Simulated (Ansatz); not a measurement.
A made-up structure of BSnH4, doublet:

```tsv
atom	x (Å)	y (Å)	z (Å)
B1	-0.0634	0.9180	-0.1276
Sn2	0.0833	-1.2057	0.1676
H3	-0.2680	-1.8381	1.7060
H4	0.5454	-2.1787	-1.1476
H5	0.1433	1.4820	-1.1082
H6	-0.3627	1.6940	0.6667
```

It is relaxed with PBE-D4/def2-SVP and then PBE0-D4/def2-TZVP (Ansatz 0.2.0). Atoms count as bonded within 1.22 times the sum of their covalent radii (H–H: 0.88 Å). The end point is not checked to be a true minimum.

(1) Does its bonding change? (Judge from chemistry; the calculation decides.)

Results:

(1) The calculation gives: No: no bond forms or breaks.

Where it ends: The first stage lowers the energy by 0.32 eV in 5 steps. It ends as BSnH₄ ([BH2][SnH2]):
```csv
atom,x (Å),y (Å),z (Å)
B1,-0.0704,1.0178,-0.1415
Sn2,0.0764,-1.1059,0.1538
H3,-0.2301,-1.9437,1.6084
H4,0.5203,-2.2579,-1.0243
H5,0.1760,1.4613,-1.2198
H6,-0.3942,1.7000,0.7803
```

Labels in which every atom is bracketed show which atoms are joined, not bond orders.

For scale, one of the runs: PBE0-D4/def2-TZVP relaxation, 105 basis functions, launched by `ansatz run in.yaml --threads 2 --pin off --events-out ev --progress --plain --max-ram 4352MiB`. The run took about 12 s on 2 CPU threads of an Intel Xeon Platinum 8175M (shared host).
